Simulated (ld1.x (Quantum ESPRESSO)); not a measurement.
# gallium (Ga), ultrasoft: configuration errors across variants

gallium (Ga), ultrasoft, made with ld1.x (Quantum ESPRESSO) 7.5 (LDA (PZ), scalar-relativistic). Core [Ar] 3d10, reference 4s2 4p1. Waves: 4s (bound): rcut 1.85, rcutus 2.25 bohr; 4s channel at 0.2 Ry: rcut 1.85, rcutus 2.25 bohr; 4p (bound): rcut 1.50, rcutus 2.05 bohr; 4p channel at 0.35 Ry: rcut 1.50, rcutus 2.05 bohr; 4d channel at 0.15 Ry: rcut 1.70, rcutus 1.90 bohr. Local part: all-electron potential smoothed inside 1.50 bohr (lloc = -2). Core correction: none. Augmentation charge: built from norm-conserving waves at rcut, not smoothed further.

All-electron excitation energies from the reference (eV): (1) 4s2 4p0 5.888; (2) 4s1 4p0 27.391; (3) 4s2 4p0.5 2.120; (4) 4s1 4p1 13.338; (5) 4s1 4p2 6.612; (6) 4s2 4p1.3 -0.578; (7) 4s0 4p3 13.544; (8) 4s2 4p1 spin -0.134; (9) 4s1 4p0 spin 27.084.

Spin tests fill each open shell by Hund’s rule, majority spin first.

1 further variants failed, have other tests or too few solved ones, and are left out.

Errors AE − PS in meV (a dash: test not solved or not reliable):

| change | (1) | (2) | (3) | (4) | (5) | (6) | (7) | (8) | (9) | bound ghosts |
| --- | --- | --- | --- | --- | --- | --- | --- | --- | --- | --- |
| base | +8.5 | +121 | +1.3 | +27 | +19 | +0.3 | +94 | +16 | +432 | none |
| waves 4p (bound): rcut 1.50, rcutus 1.68 bohr; 4p channel at 0.35 Ry: rcut 1.50, rcutus 1.68 bohr | +8.6 | +121 | +1.3 | +27 | +19 | +0.3 | +94 | +16 | +432 | none |
| waves 4p (bound): rcut 1.50, rcutus 2.14 bohr; 4p channel at 0.35 Ry: rcut 1.50, rcutus 2.14 bohr | +8.5 | +121 | +1.3 | +27 | +19 | +0.3 | +94 | +16 | +432 | none |
| waves 4p (bound): rcut 1.50, rcutus 2.46 bohr; 4p channel at 0.35 Ry: rcut 1.50, rcutus 2.46 bohr | +8.5 | +121 | +1.3 | +27 | +19 | +0.3 | +94 | +16 | +432 | none |
| waves 4p (bound): rcut 1.50, rcutus 2.68 bohr; 4p channel at 0.35 Ry: rcut 1.50, rcutus 2.68 bohr | +8.5 | +121 | +1.3 | +27 | +19 | +0.3 | +94 | +16 | +432 | none |

Problem. Give the same row for: waves 4p (bound): rcut 1.50, rcutus 2.98 bohr; 4p channel at 0.35 Ry: rcut 1.50, rcutus 2.98 bohr.

Solution. +8.5, +121, +1.3, +27, +19, +0.3, +95, +16, +432; bound ghosts: none.
